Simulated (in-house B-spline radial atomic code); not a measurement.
Orbital energies and mean radii along the 24-electron series, configuration 1s2 2s2 2p6 3s2 3p6 3d3/2(4) 3d5/2(2). The effective charge is n√(-2ε), a non-relativistic measure. Computed with an all-electron radial atomic-structure program (B-spline basis): Dirac-Hartree-Fock, jj configuration that fills j = l - 1/2 first, finite nuclei.

```json
{"ion": "La33+", "Z": "57", "energy of 3d3/2 (Eh)": "-80.414", "mean radius of 3d3/2 (bohr)": "0.23868", "energy of 3d5/2 (Eh)": "-79.553", "mean radius of 3d5/2 (bohr)": "0.24194", "effective charge of 3d3/2": "38.045"}
{"ion": "Ce34+", "Z": "58", "energy of 3d3/2 (Eh)": "?", "mean radius of 3d3/2 (bohr)": "?", "energy of 3d5/2 (Eh)": "?", "mean radius of 3d5/2 (bohr)": "?", "effective charge of 3d3/2": "?"}
{"ion": "Pr35+", "Z": "59", "energy of 3d3/2 (Eh)": "-89.314", "mean radius of 3d3/2 (bohr)": "0.22771", "energy of 3d5/2 (Eh)": "-88.306", "mean radius of 3d5/2 (bohr)": "0.23105", "effective charge of 3d3/2": "40.095"}
{"ion": "Nd36+", "Z": "60", "energy of 3d3/2 (Eh)": "-93.938", "mean radius of 3d3/2 (bohr)": "0.22259", "energy of 3d5/2 (Eh)": "-92.849", "mean radius of 3d5/2 (bohr)": "0.22597", "effective charge of 3d3/2": "41.12"}
{"ion": "Pm37+", "Z": "61", "energy of 3d3/2 (Eh)": "?", "mean radius of 3d3/2 (bohr)": "?", "energy of 3d5/2 (Eh)": "?", "mean radius of 3d5/2 (bohr)": "?", "effective charge of 3d3/2": "?"}
{"ion": "Sm38+", "Z": "62", "energy of 3d3/2 (Eh)": "-103.54", "mean radius of 3d3/2 (bohr)": "0.21299", "energy of 3d5/2 (Eh)": "-102.27", "mean radius of 3d5/2 (bohr)": "0.21645", "effective charge of 3d3/2": "43.17"}
{"ion": "Eu39+", "Z": "63", "energy of 3d3/2 (Eh)": "-108.51", "mean radius of 3d3/2 (bohr)": "0.20849", "energy of 3d5/2 (Eh)": "-107.15", "mean radius of 3d5/2 (bohr)": "0.21198", "effective charge of 3d3/2": "44.195"}
{"ion": "Gd40+", "Z": "64", "energy of 3d3/2 (Eh)": "?", "mean radius of 3d3/2 (bohr)": "?", "energy of 3d5/2 (Eh)": "?", "mean radius of 3d5/2 (bohr)": "?", "effective charge of 3d3/2": "?"}
{"ion": "Tb41+", "Z": "65", "energy of 3d3/2 (Eh)": "-118.81", "mean radius of 3d3/2 (bohr)": "0.20001", "energy of 3d5/2 (Eh)": "-117.24", "mean radius of 3d5/2 (bohr)": "0.20358", "effective charge of 3d3/2": "46.245"}
{"ion": "Dy42+", "Z": "66", "energy of 3d3/2 (Eh)": "-124.14", "mean radius of 3d3/2 (bohr)": "0.19601", "energy of 3d5/2 (Eh)": "-122.45", "mean radius of 3d5/2 (bohr)": "0.19963", "effective charge of 3d3/2": "47.27"}
{"ion": "Ho43+", "Z": "67", "energy of 3d3/2 (Eh)": "-129.58", "mean radius of 3d3/2 (bohr)": "0.19216", "energy of 3d5/2 (Eh)": "-127.77", "mean radius of 3d5/2 (bohr)": "0.19582", "effective charge of 3d3/2": "48.296"}
{"ion": "Er44+", "Z": "68", "energy of 3d3/2 (Eh)": "-135.14", "mean radius of 3d3/2 (bohr)": "0.18846", "energy of 3d5/2 (Eh)": "-133.21", "mean radius of 3d5/2 (bohr)": "0.19216", "effective charge of 3d3/2": "49.321"}
{"ion": "Tm45+", "Z": "69", "energy of 3d3/2 (Eh)": "-140.83", "mean radius of 3d3/2 (bohr)": "0.18488", "energy of 3d5/2 (Eh)": "-138.76", "mean radius of 3d5/2 (bohr)": "0.18863", "effective charge of 3d3/2": "50.347"}
{"ion": "Yb46+", "Z": "70", "energy of 3d3/2 (Eh)": "-146.63", "mean radius of 3d3/2 (bohr)": "0.18144", "energy of 3d5/2 (Eh)": "-144.42", "mean radius of 3d5/2 (bohr)": "0.18523", "effective charge of 3d3/2": "51.374"}
{"ion": "Lu47+", "Z": "71", "energy of 3d3/2 (Eh)": "-152.55", "mean radius of 3d3/2 (bohr)": "0.17811", "energy of 3d5/2 (Eh)": "-150.19", "mean radius of 3d5/2 (bohr)": "0.18195", "effective charge of 3d3/2": "52.401"}
```

(1) Fill in the row of Ce34+.

(2) Fill in the row of Pm37+.

(3) Fill in the row of Gd40+.

(4) How does the screening of 3d3/2 change?

## Answers

(1) energy of 3d3/2 (Eh): -84.806; mean radius of 3d3/2 (bohr): 0.23307; energy of 3d5/2 (Eh): -83.874; mean radius of 3d5/2 (bohr): 0.23637; effective charge of 3d3/2: 39.07.

(2) energy of 3d3/2 (Eh): -98.678; mean radius of 3d3/2 (bohr): 0.21769; energy of 3d5/2 (Eh): -97.504; mean radius of 3d5/2 (bohr): 0.22111; effective charge of 3d3/2: 42.145.

(3) energy of 3d3/2 (Eh): -113.6; mean radius of 3d3/2 (bohr): 0.20416; energy of 3d5/2 (Eh): -112.14; mean radius of 3d5/2 (bohr): 0.2077; effective charge of 3d3/2: 45.22.

(4) Z less the effective charge goes from 18.95 at Z = 57 to 18.60 at Z = 71.
